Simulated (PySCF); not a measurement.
These 2 structures share the formula C4H11B. Theory: PBE0-D3(BJ)/def2-SVP geometry optimisation, gas phase in PySCF. One conformer each; no zero-point energy, no entropy. No frequencies were run at this level. Point groups hold within 0.08 Å.

Question: Rank from lowest to highest electronic energy at this level (kcal/mol).
A. `[CH3:1][BH:2][CH2:3][CH2:4][CH3:5]` with C1–B2–C3–C4 1°, B2–C3–C4–C5 180°
B. `BC(C)(C)C`

Answer: A (0.0), B (14.6).

```json
{"SMILES": "CBCCC", "E (Eh)": "-183.53521", "E rel (kcal/mol)": "0.0", "dipole (D)": "0.41", "point group": "–", "A, B, C (MHz)": "12101, 2249, 1989"}
{"SMILES": "BC(C)(C)C", "E (Eh)": "-183.51189", "E rel (kcal/mol)": "14.6", "dipole (D)": "0.69", "point group": "Cs", "A, B, C (MHz)": "4811, 4653, 4222"}
```

How do the relative energies change in single points at B3LYP/pcSseg-1 (no added dispersion term) on the same geometries?

| SMILES | PBE0-D3(BJ)/def2-SVP (kcal/mol) | B3LYP/pcSseg-1 (kcal/mol) | shift |
| --- | --- | --- | --- |
| CBCCC | 0.0 | 0.0 | 0.0 |
| BC(C)(C)C | 14.6 | 15.5 | +0.9 |

Each column counts from its own lowest isomer. The order is unchanged; the largest shift is 0.9 kcal/mol.

As an exercise, what shares would exp(−E/RT) give at 2000 K from these electronic energies alone (no entropy, no degeneracies)?

RT = 3.974 kcal/mol: CBCCC 97.5 %, BC(C)(C)C 2.5 %.
